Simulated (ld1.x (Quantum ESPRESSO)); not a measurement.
## Before and after: TM semilocal potential for Te

| Quantity | Value |
| --- | --- |
| Element | Te (Z = 52) |
| Generator | ld1.x (Quantum ESPRESSO) 7.5 |
| Type | norm-conserving Troullier–Martins (semilocal form) |
| Functional | PBE |
| Relativity | scalar-relativistic |
| Frozen core | [Kr] 4d10 |
| Valence charge | 6 |
| Reference configuration | 5s2 5p3.5 (charge +0.5) |
| Partial waves | 5p (bound): rc 1.85 bohr; 5d channel at 0.5 Ry: rc 1.75 bohr; 5s (bound): rc 1.45 bohr |
| Local potential | the s channel |
| Core correction | a·sin(br)/r model core inside 1.30 bohr |

Change: wave 5s (bound): rc 1.45 bohr becomes 5s (bound): rc 1.54 bohr.

Cutoffs: the cutoffs (Ry, on a coarse ladder) from which the occupation-weighted sum of valence levels, in a spherical-Bessel basis at the reference potential, stays within 10 and 1 mRy of its value at 400 Ry; they do not see the model core or the augmentation charge, which bear on the density cutoff. Errors are all-electron minus pseudo energies relative to the spin-unpolarised reference configuration.

Task: What does the change do?

Result: The potential gets softer (55 Ry and 120 Ry → 50 Ry and 100 Ry); of the 7 tests that both files solve, the error grows in 0 and shrinks in 2 by more than 15 % and 0.3 meV (median size 12.5 → 10.2 meV); the range in which the s phases agree widens (upper end 1.2 → 2.2); neither file shows a bound ghost. A larger radius leaves more room for a smooth pseudo-wave, so fewer plane waves are needed. A semilocal file is local in each channel, so a ghost entry of none says nothing of the separable form that plane-wave codes build from it.

| quantity | base | changed |
| --- | --- | --- |
| cutoff, loose | 55 Ry | 50 Ry |
| cutoff, tight | 120 Ry | 100 Ry |
| loose cutoff by channel (10 mRy a level) | p 10 Ry, s 35 Ry | p 10 Ry, s 30 Ry |
| bound ghosts | none | none |
| error for 5s2 5p4, meV [ΔE -3.90 eV] | +1.0 | +1.0 |
| error for 5s2 5p3, meV [ΔE 5.83 eV] | -1.7 | -1.8 |
| error for 5s2 5p2, meV [ΔE 23.76 eV] | -14 | -15 |
| error for 5s1 5p5, meV [ΔE 5.36 eV] | -13 | -10 |
| error for 5s0 5p6, meV [ΔE 14.80 eV] | -56 | -45 |
| error for 5s2 5p4.3, meV [ΔE -5.37 eV] | +1.6 | +1.5 |
| error for 5s2 5p0, meV [ΔE 87.14 eV] | -179 | -195 |
| s: phases at 2.00 bohr within 0.05 rad from the reference energy up to (Ry; the scan ends near 5) | 1.2 | 2.2 |
| p: phases at 2.00 bohr within 0.05 rad from the reference energy up to (Ry; the scan ends near 5) | 3.9 | 3.9 |
| d: phases at 2.00 bohr within 0.05 rad from the reference energy up to (Ry; the scan ends near 5) | 0.8 | 0.8 |
